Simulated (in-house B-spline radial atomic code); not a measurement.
A run on neutral barium that did not converge. Method: scalar-relativistic (X2C) PBEsol, spin-polarised, spherical fractional occupations, Fermi nucleus of rms radius 4.8378 fm; computed with an all-electron radial atomic-structure program (B-spline basis).

Command:
```bash
python run_scf.py task.json out
```
Settings (nuclear radius in fm, mass in u):
```
Z                56
configuration    [Ar] 3d10 4s2 4p5.75 4d10 4f0.25 5s2 5p6 6s2
hamiltonian      x2c
method           pbesol
spin_polarised   True
nucleus          fermi
rms_radius       4.8378
atomic_mass      137.90525
speed_of_light   137.035999084
```

First and last ten iterations of the last attempt (damped for 15 steps, keeping 80 % of the old Fock matrix, then DIIS):
```
 iter        energy (Eh)    residual
    1       -8123.900543    4.21e-01
    2       -8125.417598    3.96e-01
    3       -8127.587302    2.44e-01
    4       -8128.594143    1.53e-01
    5       -8129.041106    9.45e-02
    6       -8129.232272    5.75e-02
    7       -8129.311703    3.46e-02
    8       -8129.344055    2.06e-02
    9       -8129.357095    1.21e-02
   10       -8129.362357    7.04e-03
  111       -8129.359641    7.20e-03
  112       -8129.359739    7.14e-03
  113       -8129.364964    3.76e-03
  114       -8129.364852    3.96e-03
  115       -8129.359156    7.86e-03
  116       -8129.359326    7.69e-03
  117       -8129.359367    7.63e-03
  118       -8129.358714    8.21e-03
  119       -8129.358800    8.12e-03
  120       -8129.359279    7.73e-03
 not converged after 120 iterations
```

The smallest residual met was 2.8e-05; the threshold is about 6e-07. No energy from this run should be used. Time taken, with all properties: 2.3 s on 1 thread of Arm Neoverse V2, with other jobs on the host.
